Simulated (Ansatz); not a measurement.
CH8GeN2, SMILES `C[NH][GeH2][NH2]`. The species carries charge 0 and has multiplicity 1. All single points use the PBE0-D4/def2-TZVP geometry. It is one conformer, not always the lowest.

```xyz
12

C     0.022    0.067    1.970
N     0.553   -0.116    0.636
Ge   -0.543   -0.030   -0.824
N     0.612   -0.032   -2.246
H     0.829    0.285    2.677
H    -0.542   -0.791    2.362
H    -0.650    0.930    1.981
H     1.225   -0.868    0.583
H    -1.390    1.247   -0.605
H    -1.482   -1.239   -1.059
H     1.174    0.802   -2.338
H     0.194   -0.254   -3.137
```

(1) What is the dipole moment at PBE/def2-TZVPP? (Best estimate.)

(2) And with r2SCAN, B3LYP, ωB97M-V? (Estimate.)

(3) Give the Mulliken charges with PBE, ωB97M-V, B3LYP in def2-TZVPP. (An estimate is asked.)

Results:

(1) Computed: 0.28 D, with components (-0.09, 0.10, -0.25) D in this frame, pointing from negative to positive charge.

(2) The calculation gave: r2SCAN 0.30 D, B3LYP 0.33 D, ωB97M-V 0.38 D.

(3) Computed: 
| atom | PBE | ωB97M-V | B3LYP |
| --- | --- | --- | --- |
| C1 | -0.19 | -0.24 | -0.18 |
| N2 | -0.30 | -0.34 | -0.34 |
| Ge3 | 0.32 | 0.37 | 0.39 |
| N4 | -0.40 | -0.38 | -0.40 |
| H5 | 0.09 | 0.11 | 0.09 |
| H6 | 0.09 | 0.11 | 0.09 |
| H7 | 0.09 | 0.11 | 0.09 |
| H8 | 0.13 | 0.10 | 0.12 |
| H9 | -0.05 | -0.02 | -0.05 |
| H10 | -0.05 | -0.02 | -0.05 |
| H11 | 0.14 | 0.11 | 0.13 |
| H12 | 0.14 | 0.10 | 0.12 |

B3LYP here is the variant with VWN-RPA as its local correlation; programs differ in this.
